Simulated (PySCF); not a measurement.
Si(eta1-allyl)H3, C3H8Si.
Cartesian coordinates in Å at the PBE0-D3(BJ)/def2-SVP level; atoms count from 1:
```
atom  x, y, z in Å
Si1   -0.078   -0.729   -1.614
C2    -0.045   -0.780    0.281
C3     0.524    0.470    0.866
C4    -0.174    1.432    1.476
H5     0.554   -1.660    0.571
H6    -1.075   -0.955    0.636
H7     1.607    0.606    0.746
H8    -1.256    1.349    1.620
H9     0.312    2.334    1.856
H10    1.307   -0.547   -2.149
H11   -0.928    0.407   -2.082
H12   -0.633   -2.009   -2.157
```

Computed with delta-SCF UKS SCAN, pcX-2 on the ionised atom, pcseg-1 elsewhere, spin-free X2C (PySCF 2.14.0). Each 1s hole has a ground state of its own, since the core basis sits on the ionised atom alone.

```
ionised atom  basis functions  E(ground) (Eh)  E(ionised) (Eh)
          C2              131      -409.13959       -398.46502
          C3              131      -409.14078       -398.45913
          C4              131      -409.14023       -398.48314
         Si1              142      -409.19099       -341.33786
```

Q: What are the 1s binding energies?

A: E(ionised) − E(ground), at 27.2114 eV a hartree:

```csv
atom,environment,difference (Eh),binding energy (eV)
C2,"carbon bonded to C, Si and 2 H",10.67457,290.47
C3,carbon bonded to 2 C and H,10.68165,290.66
C4,carbon bonded to C and 2 H,10.65709,289.99
Si1,silicon bonded to C and 3 H,67.85313,1846.38
```

Q: How much do the ground-state energies differ, and what would follow from using one of them for all holes?

A: They run from -409.1910 Eh (core basis on Si1) to -409.1396 Eh (on C2), 0.0514 Eh or 1.40 eV apart, though the state is the same; only basis and grid differ. Pairing the ion of C2 with the ground state of Si1 would put its binding energy 1.40 eV too high.

Only 1s holes are shown. The structure is a single PBE0-D3(BJ)/def2-SVP conformer in the gas phase; no vibrational or solvent corrections.
